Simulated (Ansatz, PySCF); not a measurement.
Dimer: H2S (SMILES S) (first 3 atoms) with CHN (SMILES C#N); geometry from B3LYP-D3(BJ)/def2-TZVP, rigid monomers moved along the line of their centres of mass till H2···N5 is 4.28 Å.
(charge 0, multiplicity 1):
```xyz
6

S      0.2190     0.0231    -0.8022
H      0.3110    -0.0499     0.5374
H     -0.0105    -1.2940    -0.9229
C      0.7194    -0.1636     5.9428
N      0.6182    -0.2183     4.8033
H      0.8134    -0.1130     7.0044
```

Monomers are frozen at their geometry in the pair; levels with a basis set take the counterpoise correction.

Frozen-core correlation. CBS(a, b) extrapolates the correlation energy as X⁻³ and adds the Hartree–Fock energy of set b.

Codes used: Ansatz (Gaussian basis) for Hartree–Fock, density functionals and correlated methods; PySCF for the dispersion terms. 

PBE/def2-TZVPPD gives -0.51 kcal/mol for the interaction energy.

Q: How do the other levels lie against it? Give each less PBE: PBE-D3(BJ)/def2-TZVPPD, r2SCAN/def2-TZVPPD, PBE0/def2-TZVPPD, wB97M-V/def2-TZVPPD, MP2/CBS(aug-cc-pV(D+d)Z, aug-cc-pV(T+d)Z), CCSD(T)/CBS(aug-cc-pV(D+d)Z, aug-cc-pV(T+d)Z).

A: PBE-D3(BJ)/def2-TZVPPD -0.07; r2SCAN/def2-TZVPPD 0.01; PBE0/def2-TZVPPD -0.01; wB97M-V/def2-TZVPPD -0.04; MP2/CBS(aug-cc-pV(D+d)Z, aug-cc-pV(T+d)Z) -0.09; CCSD(T)/CBS(aug-cc-pV(D+d)Z, aug-cc-pV(T+d)Z) -0.05 kcal/mol. 1 of 6 lie above PBE; the widest gap is to MP2/CBS(aug-cc-pV(D+d)Z, aug-cc-pV(T+d)Z).

Ansatz is a quantum-chemistry and plane-wave program.
